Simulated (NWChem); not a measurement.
Program: NWChem. System: methylammonium (CH6N (+1)), charge 1, spin multiplicity 1, at a geometry optimised with PBE0/def2-SVP. Level: CR-CCSD(T)/cc-pVDZ, 2 core orbitals frozen.

Part of the output:

```
             Northwest Computational Chemistry Package (NWChem) 7.3.0
             --------------------------------------------------------

                                NWChem Input Module
                                -------------------

 Scaling coordinates for geometry "geometry" by  1.889725989
 (inverse scale =  0.529177249)

 Turning off AUTOSYM since
 SYMMETRY directive was detected!

                             Geometry "geometry" -> ""
                             -------------------------

 Output coordinates in angstroms (scale by  1.889725989 to convert to a.u.)

  No.       Tag          Charge          X              Y              Z
 ---- ---------------- ---------- -------------- -------------- --------------
    1 C                    6.0000     0.78880600     0.04750600     0.00000000
    2 N                    7.0000    -0.70027600    -0.04217400     0.00000000
    3 H                    1.0000     1.11011200     0.58681100     0.89894100
    4 H                    1.0000     1.11011200     0.58681100    -0.89894100
    5 H                    1.0000     1.20372300    -0.96739700     0.00000000
    6 H                    1.0000    -1.05626000    -0.54165900     0.82648800
    7 H                    1.0000    -1.05626000    -0.54165900    -0.82648800
    8 H                    1.0000    -1.14233600     0.88727600     0.00000000

 Effective nuclear repulsion energy (a.u.)      47.8295271957

            Nuclear Dipole moment (a.u.)
            ----------------------------
        X                 Y               Z
 ---------------- ---------------- ----------------
    -0.0000094486     0.0000018897     0.0000000000

      Symmetry information
      --------------------

 Group name             Cs
 Group number              2
 Group order               2
 No. of unique centers     6

      Symmetry unique atoms

     1    2    3    5    6    8


 Summary of "ao basis" -> "" (spherical)
 ------------------------------------------------------------------------------
       Tag                 Description            Shells   Functions and Types
 ---------------- ------------------------------  ------  ---------------------
 *                          cc-pvdz                   on all atoms

 Summary of "ao basis" -> "ao basis" (spherical)
 ------------------------------------------------------------------------------
       Tag                 Description            Shells   Functions and Types
 ---------------- ------------------------------  ------  ---------------------
 C                          cc-pvdz                  6       14   3s2p1d
 N                          cc-pvdz                  6       14   3s2p1d
 H                          cc-pvdz                  3        5   2s1p

                                 NWChem SCF Module
                                 -----------------

  ao basis        = "ao basis"
  functions       =    58
  atoms           =     8
  closed shells   =     9
  open shells     =     0
  charge          =   1.00
  wavefunction    = RHF
  use symmetry    = T
  symmetry adapt  = T

 Summary of "ao basis" -> "ao basis" (spherical)
 ------------------------------------------------------------------------------
       Tag                 Description            Shells   Functions and Types
 ---------------- ------------------------------  ------  ---------------------
 C                          cc-pvdz                  6       14   3s2p1d
 N                          cc-pvdz                  6       14   3s2p1d
 H                          cc-pvdz                  3        5   2s1p

      Symmetry analysis of basis
      --------------------------

        a'         38
        a"         20

 Forming initial guess at       0.0s

      Superposition of Atomic Density Guess
      -------------------------------------

 Sum of atomic energies:         -94.96184326

 Renormalizing density from      19.00 to     18

      Non-variational initial energy
      ------------------------------

 Total energy =     -92.634136
 1-e energy   =    -209.405560
 2-e energy   =      68.941896
 HOMO         =      -0.824485
 LUMO         =      -0.243163

      Symmetry analysis of molecular orbitals - initial
[...]
  ----- ------------  ---------------      ----- ------------  ---------------
    17      1.236619  2 N  s                  3      0.658862  1 C  s
    45     -0.642104  6 H  s                 50     -0.642104  7 H  s
    55     -0.642109  8 H  s                 21     -0.307970  2 N  px
    30     -0.240233  3 H  s                 35     -0.240233  4 H  s
    40     -0.240230  5 H  s                  7      0.183210  1 C  px

 Vector   11  Occ=0.000000D+00  E= 9.752094D-03  Symmetry=a'
              MO Center= -1.0D+00,  4.1D-01, -4.3D-12, r^2= 4.2D+00
   Bfn.  Coefficient  Atom+Function         Bfn.  Coefficient  Atom+Function
  ----- ------------  ---------------      ----- ------------  ---------------
    55      1.539291  8 H  s                 45     -0.769634  6 H  s
    50     -0.769634  7 H  s                 22     -0.751267  2 N  py
    40     -0.527566  5 H  s                  8     -0.322867  1 C  py
    19     -0.298183  2 N  py                30      0.263722  3 H  s
    35      0.263722  4 H  s

 Vector   12  Occ=0.000000D+00  E= 9.752646D-03  Symmetry=a"
              MO Center= -9.5D-01, -5.3D-01,  6.5D-15, r^2= 4.2D+00
   Bfn.  Coefficient  Atom+Function         Bfn.  Coefficient  Atom+Function
  ----- ------------  ---------------      ----- ------------  ---------------
    45      1.333068  6 H  s                 50     -1.333068  7 H  s
    23     -0.752633  2 N  pz                30      0.456834  3 H  s
    35     -0.456834  4 H  s                  9     -0.323437  1 C  pz
    20     -0.298725  2 N  pz

 center of mass
 --------------
 x =  -0.01001924 y =  -0.00060323 z =   0.00000000

 moments of inertia (a.u.)
 ------------------
          21.711141167245          -4.050866398586           0.000000000000
          -4.050866398586          88.728555813454           0.000000000000
           0.000000000000           0.000000000000          88.972660994557

  Mulliken analysis of the total density
  --------------------------------------

    Atom       Charge   Shell Charges
 -----------   ------   -------------------------------------------------------
    1 C    6     6.00   2.00  0.66  0.43  1.99  0.84  0.08
    2 N    7     7.02   2.00  0.75  0.55  2.41  1.26  0.03
    3 H    1     0.87   0.73  0.11  0.03
    4 H    1     0.87   0.73  0.11  0.03
    5 H    1     0.87   0.73  0.11  0.03
    6 H    1     0.79   0.68  0.05  0.06
    7 H    1     0.79   0.68  0.05  0.06
    8 H    1     0.79   0.68  0.05  0.06

       Multipole analysis of the density wrt the origin
       ------------------------------------------------

     L   x y z        total         open         nuclear
     -   - - -        -----         ----         -------
     0   0 0 0      1.000000      0.000000     19.000000

     1   1 0 0     -0.889800      0.000000     -0.000009
     1   0 1 0     -0.053594      0.000000      0.000002
     1   0 0 1      0.000000      0.000000      0.000000

     2   2 0 0     -5.130065      0.000000     52.194473
     2   1 1 0      0.147429      0.000000      2.502045
     2   1 0 1     -0.000000      0.000000      0.000000
     2   0 2 0     -7.569273      0.000000     10.801007
     2   0 1 1      0.000000      0.000000      0.000000
     2   0 0 2     -7.578212      0.000000     10.650180

                   NWChem Extensible Many-Electron Theory Module
                   ---------------------------------------------


            General Information
            -------------------
      Number of processors :     1
         Wavefunction type : Restricted Hartree-Fock
          No. of electrons :    18
           Alpha electrons :     9
            Beta electrons :     9
           No. of orbitals :   116
            Alpha orbitals :    58
             Beta orbitals :    58
        Alpha frozen cores :     2
         Beta frozen cores :     2
     Alpha frozen virtuals :     0
      Beta frozen virtuals :     0
         Spin multiplicity : singlet
    Number of AO functions :    58
       Number of AO shells :    30
        Use of symmetry is : on
      Symmetry adaption is : on
         Schwarz screening : 0.10D-09

          Correlation Information
          -----------------------
          Calculation type : Coupled-cluster singles & doubles w/ perturbation
   Perturbative correction : Completely renormalized (T)
            Max iterations :      100
        Residual threshold : 0.10D-05
     T(0) DIIS level shift : 0.00D+00
     L(0) DIIS level shift : 0.00D+00
     T(1) DIIS level shift : 0.00D+00
     L(1) DIIS level shift : 0.00D+00
     T(R) DIIS level shift : 0.00D+00
     T(I) DIIS level shift : 0.00D+00
   CC-T/L Amplitude update :  5-th order DIIS
                I/O scheme : Global Array Library
        L-threshold :  0.10D-05
        EOM-threshold :  0.10D-05
 no EOMCCSD initial starts read in
 TCE RESTART OPTIONS
 SLICE:      F
 D4D5:       F
 quantumc:   F
 qrotation:  F
 pwtce:      F
 qducc:      F
 nacto:                         0
 nrotv:                         0
 nrot:                          0

            Memory Information
            ------------------
          Available GA space size is     249033436 doubles
          Available MA space size is     104854692 doubles

 Maximum block size supplied by input
 Maximum block size        24 doubles

 tile_dim =     18

 -------------------------------------------------
   1    alpha     a'     5 doubles       0       1
   2    alpha     a"     2 doubles       5       2
   3    beta      a'     5 doubles       7       1
   4    beta      a"     2 doubles      12       2
   5    alpha     a'    15 doubles      14       5
   6    alpha     a'    16 doubles      29       6
   7    alpha     a"    18 doubles      45       7
   8    beta      a'    15 doubles      63       5
   9    beta      a'    16 doubles      78       6
  10    beta      a"    18 doubles      94       7

 Global array virtual files algorithm will be used

 Parallel file system coherency ......... OK

 4-electron integrals stored in orbital form

 v2    file size   =          1288646
 4-index algorithm nr.  13 is used
 imaxsize =       30
 imaxsize ichop =        0


CCSD iterations
 ---------------------------------------------------------
 Iter          Residuum       Correlation     Cpu    Wall
 ---------------------------------------------------------
    1   0.1504968059598  -0.3235101222300     0.1     0.1
    2   0.0435708335187  -0.3475611307500     0.1     0.1
    3   0.0162045015942  -0.3538822006807     0.1     0.1
    4   0.0067286818921  -0.3556535939091     0.1     0.1
    5   0.0029600388854  -0.3562889832405     0.1     0.1
    6   0.0003782959923  -0.3566930381450     0.1     0.1
    7   0.0001318040524  -0.3567047248364     0.1     0.1
    8   0.0000548129710  -0.3567035056523     0.1     0.1
    9   0.0000243413064  -0.3567034402160     0.1     0.1
   10   0.0000112954334  -0.3567035099759     0.1     0.1
   11   0.0000018633646  -0.3567035823270     0.1     0.1
   12   0.0000006277103  -0.3567036868153     0.1     0.1
 -----------------------------------------------------------------
 Iterations converged
 CCSD correlation energy / hartree =        -0.356703686815338
 CCSD total energy / hartree       =       -95.943757199091351

 Singles contributions

 Doubles contributions
 CR-CCSD(T)

 CR-CCSD[T]  correction energy / hartree =        -0.006790869011669
 CR-CCSD[T] correlation energy / hartree =        -0.363494555827007
 CR-CCSD[T] total energy / hartree       =       -95.950548068103018
 CR-CCSD(T)  correction energy / hartree =        -0.006656983200736
 CR-CCSD(T) correlation energy / hartree =        -0.363360670016074
 CR-CCSD(T) total energy / hartree       =       -95.950414182292093

 Task  times  cpu:        4.5s     wall:        4.5s

 Total times  cpu:        4.5s     wall:        4.5s
```

**Question.** Write an NWChem input that would produce this output.

**Answer.** One answer among several that fit: 
```
start mol
memory heap 100 mb stack 700 mb global 1900 mb
charge 1
geometry units angstroms nocenter noautoz
  C      0.788806     0.047506     0.000000
  N     -0.700276    -0.042174     0.000000
  H      1.110112     0.586811     0.898941
  H      1.110112     0.586811    -0.898941
  H      1.203723    -0.967397     0.000000
  H     -1.056260    -0.541659     0.826488
  H     -1.056260    -0.541659    -0.826488
  H     -1.142336     0.887276     0.000000
  symmetry group Cs
end
basis spherical
  * library cc-pvdz
end
scf
  rhf
  nopen 0
  maxiter 100
  thresh 1e-7
  semidirect memsize 60000000 filesize 0
end
tce
  freeze core 2
  cr-ccsd(t)
  2eorb
  2emet 13
  thresh 1e-6
  maxiter 100
  tilesize 24
end
task tce energy
```
